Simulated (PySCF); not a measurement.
A structure optimised at PBE-D3(BJ)/def2-SVPD, used in a PySCF frequency run:

```
B
F 1 1.4165
F 1 1.4165 2 110.80
F 1 1.4165 2 110.80 3 -123.41
```
Charge -1, spin multiplicity 2.

Problem. Write its SMILES, formula and point group.

Solution. F[B-](F)F, BF3, C3v

Problem. What are its rotational constants (standard atomic weights)?

Solution. 9.4606, 9.4606, 4.8916 GHz
